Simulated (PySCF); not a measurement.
C₂H₄O, neutral, multiplicity 1. Atoms are numbered in the order given.

```xyz
7

C      0.1312     1.1417     0.0000
C     -0.6594    -0.1339     0.0000
O      0.1236    -1.1809     0.0000
H      0.7882     1.1678     0.8918
H     -0.5049     2.0334     0.0000
H      0.7882     1.1678    -0.8918
H      1.1093    -0.9692     0.0000
```

Geometry optimised at PBE-D3(BJ)/def2-TZVP. A frequency run showed that this geometry is not a minimum. Other conformers were not sampled.

Calculation: PySCF with PBE-D3(BJ)/def2-TZVP.

Frequencies are harmonic and unscaled.

```
mode  ν (cm⁻¹)  IR (km/mol)  moving atoms (share of kinetic energy)
----  --------  -----------  --------------------------------------
1         259i         10.8                          H 81 %, C 15 %
2          496          4.2                  H 41 %, C 34 %, O 25 %
3          693         42.2                           H 85 %, O 9 %
4          909         23.1                          H 70 %, C 25 %
5          917          2.7                  C 72 %, H 18 %, O 10 %
6          980          4.9                          H 68 %, C 28 %
7         1277         14.7                          H 72 %, C 20 %
8         1285        153.7                  C 51 %, O 29 %, H 20 %
9         1325         27.3                   H 67 %, C 24 %, O 9 %
10        1395          6.1                           H 91 %, C 8 %
11        1423         11.7                                  H 96 %
12        2902          5.0                                  H 96 %
13        2967          4.9                           H 91 %, C 9 %
14        3048        229.8                                  H 94 %
15        3080         26.7                           H 92 %, C 8 %
```
